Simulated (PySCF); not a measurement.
## Electronic structure of Ti⁺ (titanium, charge +1) at the UHF level

Configuration: [Ar] 3d3, high-spin 4F determinant (an excited configuration). Computed with PySCF 2.14 in aug-cc-pVTZ with one added diffuse shell each of s, p, d, f, g type (9s8p6d4f3g, 118 functions), with no relativity, point nucleus.

* Total energy: -848.192358 hartree
* One-electron energy: -1160.9490 hartree
* Hartree (Coulomb) energy: 353.9343 hartree
* Exchange energy: -41.1777 hartree
* Kinetic energy: 848.13070 hartree
* ⟨S²⟩: 3.7524
* ⟨L²⟩: 12.034
* Sum of ⟨r⟩: 16.08 bohr
* Sum of ⟨r²⟩: 22.21 bohr²
* Density at the nucleus (Gaussians lack the cusp): 7080 bohr⁻³
* Spin density at the nucleus: -0.481 bohr⁻³
* Langevin diamagnetic susceptibility: -17.6 ×10⁻⁶ cm³/mol

```
shell  electrons  mean orbital energy (eV)  rms radius, mean of both spins (bohr)
 1s β          1                   -4989.3                                 0.0812
 1s α          1                   -4989.3                                 0.0812
 2s α          1                   -584.78                                  0.353
 2s β          1                   -583.68                                  0.353
 2p α          3                   -486.12                                  0.321
 2p β          3                   -485.02                                  0.321
 3s α          1                   -82.152                                   1.10
 3s β          1                   -77.595                                   1.10
 3p α          3                   -53.995                                   1.21
 3p β          3                   -48.233                                   1.21
 3d α          3                   -14.369                                   1.84
```

Spin-orbit constants ζ (cm⁻¹) from the X2C one-electron operator on these orbitals (non-relativistic here): bare nucleus, nucleus screened by l(l+1)(2l+1)/3 electrons, and screened by the Breit-Pauli mean field of the electrons.

```tsv
shell	bare	screened nucleus	mean field
2p	32350	29410	n/a
3p	3376	3069	n/a
3d	219.3	119.6	n/a
```

To first order the Landé constant is A = 39.87 cm⁻¹, so the lowest level has J = 3/2 and lies 0.0297 eV below the centre of the term. This holds in LS coupling only.
